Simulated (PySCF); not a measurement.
Input for PySCF: R-B3LYP/LANL2DZ on FH3PbSi (SMILES [F][Pb][SiH3]), a point of a torsion scan.

```python
from pyscf import gto, scf, dft, mp
from pyscf.data.elements import chemcore

mol = gto.M(
    atom='''
    F     2.71958884    0.78445296   -0.02334464
    Pb    1.78777619   -1.11799362    0.02267004
    Si   -0.68882693   -0.06359661    0.00287558
    H    -0.80817936    1.38810113   -0.03059200
    H    -1.50330943   -0.46928929    1.15887156
    H    -1.50712509   -0.52193462   -1.13058282
    ''',
    basis='lanl2dz',
    ecp={'Pb': 'lanl2dz', 'Si': 'lanl2dz'},
    charge=0, spin=0, verbose=3, max_memory=1800)
mf = dft.RKS(mol, xc='b3lyp')
mf.conv_tol = 1e-8
mf.max_cycle = 100
mf.kernel()
if not mf.converged:
    mf = mf.newton().run(mf.mo_coeff, mf.mo_occ)
```

**Question.** Give the final energy of this run.

**Answer.** -109.0319 hartree.
